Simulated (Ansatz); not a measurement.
C6H16Cl2HfN2 (`CC[N](C)[Hf]([Cl])([Cl])[N](C)CC`). The species carries charge 0 and has multiplicity 1. Hf takes the def2 core potential. The geometry is a stationary point of PBE0-D4/def2-TZVP. It is one conformer, not always the lowest.

```xyz
27

C     2.108    2.928    0.330
C     1.000    2.308    1.165
N     0.723    0.913    0.856
C     1.775    0.000    1.227
Hf   -1.092    0.637    0.047
Cl   -2.694    1.323    1.669
Cl   -1.215    1.983   -1.903
N    -1.233   -1.348   -0.254
C    -1.297   -2.041    1.021
C    -1.302   -2.258   -1.373
C    -1.209   -1.567   -2.715
H     3.065    2.430    0.499
H     1.868    2.862   -0.733
H     2.234    3.982    0.589
H     1.228    2.407    2.236
H     0.080    2.894    1.012
H     2.696    0.171    0.656
H     1.464   -1.029    1.042
H     2.024    0.094    2.293
H    -1.233   -1.339    1.864
H    -2.240   -2.588    1.139
H    -0.468   -2.753    1.133
H    -0.490   -2.997   -1.284
H    -2.239   -2.833   -1.318
H    -0.271   -1.015   -2.816
H    -2.031   -0.863   -2.862
H    -1.251   -2.303   -3.520
```

What is the dipole moment at PBE/def2-TZVPP? (An estimate is asked.)

Ansatz gave: 3.71 D, with components (2.46, -2.75, 0.31) D in this frame, pointing from negative to positive charge.

And with r2SCAN, B3LYP, ωB97M-V? (An estimate is asked.)

Computed: r2SCAN 3.80 D, B3LYP 3.70 D, ωB97M-V 3.61 D.

Give the Mulliken charges with PBE, ωB97M-V, r2SCAN in def2-TZVPP. (Best estimate.)

Computed: 
| atom | PBE | ωB97M-V | r2SCAN |
| --- | --- | --- | --- |
| C1 | -0.26 | -0.29 | -0.16 |
| C2 | 0.03 | -0.09 | 0.12 |
| N3 | -0.19 | -0.27 | -0.28 |
| C4 | -0.18 | -0.23 | -0.06 |
| Hf5 | 0.54 | 0.58 | 0.70 |
| Cl6 | -0.31 | -0.28 | -0.34 |
| Cl7 | -0.29 | -0.26 | -0.32 |
| N8 | -0.19 | -0.27 | -0.29 |
| C9 | -0.16 | -0.25 | -0.05 |
| C10 | -0.03 | -0.06 | 0.07 |
| C11 | -0.25 | -0.36 | -0.15 |
| H12 | 0.08 | 0.10 | 0.05 |
| H13 | 0.09 | 0.11 | 0.06 |
| H14 | 0.08 | 0.11 | 0.04 |
| H15 | 0.06 | 0.11 | 0.03 |
| H16 | 0.06 | 0.10 | 0.03 |
| H17 | 0.09 | 0.12 | 0.06 |
| H18 | 0.08 | 0.10 | 0.05 |
| H19 | 0.08 | 0.12 | 0.05 |
| H20 | 0.09 | 0.13 | 0.07 |
| H21 | 0.10 | 0.13 | 0.06 |
| H22 | 0.08 | 0.12 | 0.05 |
| H23 | 0.06 | 0.10 | 0.03 |
| H24 | 0.07 | 0.10 | 0.03 |
| H25 | 0.09 | 0.12 | 0.06 |
| H26 | 0.09 | 0.12 | 0.06 |
| H27 | 0.08 | 0.11 | 0.05 |

B3LYP here is the variant with VWN-RPA as its local correlation; programs differ in this.
